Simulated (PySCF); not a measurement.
## Electric field gradients and quadrupole coupling constants

Compound: C7H13OP.
Structure used (GFN2-xTB), in Å, numbered top down from 1:
```
atom  x, y, z in Å
C1    -2.3409    1.0216   -0.2744
C2    -2.7739   -0.4323   -0.1802
C3    -1.6056   -1.3569   -0.4862
P4    -0.2813   -1.0256    0.7418
O5    -0.6982   -1.0377    2.1510
C6     1.3537   -1.4856    0.1498
C7     1.1525   -0.1566    0.0845
C8     1.8855    1.0820   -0.2389
C9     3.3360    0.7976   -0.6177
H10   -1.9855    1.2571   -1.2766
H11   -3.1642    1.6893   -0.0316
H12   -1.5295    1.1997    0.4353
H13   -3.1213   -0.6374    0.8348
H14   -3.5971   -0.6323   -0.8704
H15   -1.2048   -1.2012   -1.4869
H16   -1.8933   -2.4057   -0.3716
H17    2.1542   -2.1793   -0.0120
H18    1.8445    1.7491    0.6281
H19    1.3736    1.5951   -1.0597
H20    3.3796    0.1526   -1.4921
H21    3.8489    0.3011    0.2025
H22    3.8567    1.7249   -0.8442
```

Field gradients from the PBE0/pcSseg-1 density (PySCF, non-relativistic), principal values in atomic units, ordered |Vxx| ≤ |Vyy| ≤ |Vzz|:

| atom | Vxx | Vyy | Vzz |
| --- | --- | --- | --- |
| O5 | -0.2483 | -0.5699 | 0.8182 |

**Question.** Find the asymmetry η = (Vxx − Vyy)/Vzz and the couplings χ = eQV/h (234.96 MHz × Q in barn × V in au), with Q(17O) = −0.0256 b.

**Answer.** 
```
atom        environment  nucleus     η  χzz (MHz)  χxx (MHz)  χyy (MHz)
  O5  phosphoryl oxygen      17O  0.39     -4.922      1.493      3.428
```

**Question.** What is Vzz at O5 in SI units (1 au = 9.71736 × 10²¹ V/m²)?

**Answer.** 0.8182 au = 7.951 × 10²¹ V/m².

**Question.** What couplings would deuterons (Q(2H) = 0.00286 b) have in place of the hydrogens, at this geometry?

**Answer.** 
```
atom  bonded to  bond length (Å)  Vzz (au)     η  χzz (kHz)
 H10         C1            1.089    0.3129  0.02        210
 H11         C1            1.087    0.3162  0.02        212
 H12         C1            1.093    0.3010  0.06        202
 H13         C2            1.092    0.2963  0.03        199
 H14         C2            1.093    0.3038  0.02        204
 H15         C3            1.089    0.3095  0.01        208
 H16         C3            1.094    0.3028  0.02        203
 H17         C6            1.072    0.3524  0.02        237
 H18         C8            1.095    0.2978  0.03        200
 H19         C8            1.095    0.2989  0.03        201
 H20         C9            1.087    0.3143  0.02        211
 H21         C9            1.087    0.3137  0.02        211
 H22         C9            1.087    0.3157  0.02        212
```

Geometry: GFN2-xTB, one conformer, isolated molecule. GFN2-xTB bond lengths can be off by several hundredths of an ångström, more for odd bonds, and the gradients follow them. These gradients aren't converged with respect to the basis.

The run behind these numbers computed NMR shieldings as well. Rough CPU time on one thread of a shared machine: about 2.2 min.
